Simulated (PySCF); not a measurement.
LiCl, SMILES [Li][Cl].

Coordinates come from a PBE0-D3(BJ)/def2-TZVPD optimisation.

Two levels are set side by side: PBE/def2-TZVPD (PySCF) and CAM-B3LYP/def2-TZVPD (PySCF). Same geometry, gas phase. Differences are taken from unrounded values.

```json
[
 {"quantity": "orbital gap (eV)", "CAM-B3LYP": "7.56", "PBE": "4.02", "PBE minus CAM-B3LYP": "-3.54"},
 {"quantity": "highest occupied level (eV)", "CAM-B3LYP": "-8.58", "PBE": "-5.86", "PBE minus CAM-B3LYP": "2.72"},
 {"quantity": "lowest empty level (eV)", "CAM-B3LYP": "-1.02", "PBE": "-1.84", "PBE minus CAM-B3LYP": "-0.83"},
 {"quantity": "dipole moment (D)", "CAM-B3LYP": "7.02", "PBE": "6.87", "PBE minus CAM-B3LYP": "-0.16"},
 {"quantity": "mean polarisability (bohr³)", "CAM-B3LYP": "26.4", "PBE": "28.8", "PBE minus CAM-B3LYP": "2.4"}
]
```

Without exact exchange PBE keeps part of each electron's self-repulsion, which lifts occupied levels and narrows the gap. Loosely held outer electrons make PBE densities more polarisable. Differences between two approximate levels are no errors against the true value.

Rough cost on one machine, each run with all the roots and properties that it gave: CAM-B3LYP against PBE within a factor of 2.
